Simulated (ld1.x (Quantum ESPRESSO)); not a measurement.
## Before and after: TM potential for cobalt

ld1.x (Quantum ESPRESSO) 7.5 input, shortened:

```
&input
   title='Co', zed=27., rel=1, dft='PZ', iswitch=3,
   config='[Ar] 3d7 4s0 4p0'
 /
 &inputp
   pseudotype=2, tm=.true., lloc=-1, rcloc=0.80,
   nlcc=.false.
 /
3
4S  1  0   0.00   0.00  1.95  1.95  0.0
4P  2  1   0.00   0.00  2.20  2.20  0.0
3D  3  2   7.00   0.00  1.00  1.00  0.0
 &test
   configts(1)='3d7 4s0 4p0'
 /
```

Change: wave 3d (bound): rc 1.00 bohr becomes 3d (bound): rc 1.38 bohr.

Cutoffs: the cutoffs (Ry, on a coarse ladder) from which the occupation-weighted sum of valence levels, in a spherical-Bessel basis at the reference potential, stays within 10 and 1 mRy of its value at 400 Ry; they do not see the model core or the augmentation charge, which bear on the density cutoff. Errors are all-electron minus pseudo energies relative to the spin-unpolarised reference configuration.

Task: What does the change do?

Result: The potential gets softer (200 Ry and 300 Ry → 140 Ry and 230 Ry); both files keep a bound ghost (p, s); of the 9 tests that both files solve, the error grows in 3 and shrinks in 2 by more than 15 % and 0.3 meV (median size 142.2 → 129.9 meV); the range in which the d phases agree narrows (upper end at the end of the scan → 0.4). A larger radius leaves more room for a smooth pseudo-wave, so fewer plane waves are needed.

```csv
quantity,base,changed
"cutoff, loose",200 Ry,140 Ry
"cutoff, tight",300 Ry,230 Ry
bound ghosts,"s, p","s, p"
"error for 3d7 4s2 4p0, meV [ΔE -26.38 eV]",+40,+49
"error for 3d7 4s1 4p0, meV [ΔE -17.08 eV]",+17,+20
"error for 3d6 4s0 4p0, meV [ΔE 36.19 eV]",-142,-130
"error for 3d5 4s0 4p0, meV [ΔE 91.84 eV]",-835,-692
"error for 3d8 4s1 4p0, meV [ΔE -27.62 eV]",+64,+58
"error for 3d6 4s2 4p0, meV [ΔE -10.92 eV]",-317,-262
"error for 3d7 4s1 4p1, meV [ΔE -21.95 eV]",+25,+30
"error for 3d7 4s0 4p0 (spin-polarised), meV [ΔE -2.07 eV]",+1995,+1885
"error for 3d7 4s2 4p0 (spin-polarised), meV [ΔE -28.36 eV]",+2074,+1962
s: phases at 2.39 bohr within 0.05 rad from the reference energy up to (Ry; the scan ends near 5),1.0,1.0
p: phases at 2.39 bohr within 0.05 rad from the reference energy up to (Ry; the scan ends near 5),2.9,2.9
d: phases at 2.39 bohr within 0.05 rad from the reference energy up to (Ry; the scan ends near 5),to the end of the scan,0.4
```

Base: These tests converged, but a pseudo level misses the all-electron one widely, so the file describes the atom poorly there or has found another state: 3d6 4s0 4p0: empty 4p by 3.7 eV (a node warning on the way); 3d5 4s0 4p0: empty 4s by 7.9 eV (a node warning on the way). Changed file: These tests converged, but a pseudo level misses the all-electron one widely, so the file describes the atom poorly there or has found another state: 3d6 4s0 4p0: empty 4p by 3.8 eV (a node warning on the way). A true bound ghost makes a file unfit for plane-wave use even where its test errors are small: the radial tests pick states by their node count and pass the ghost by.
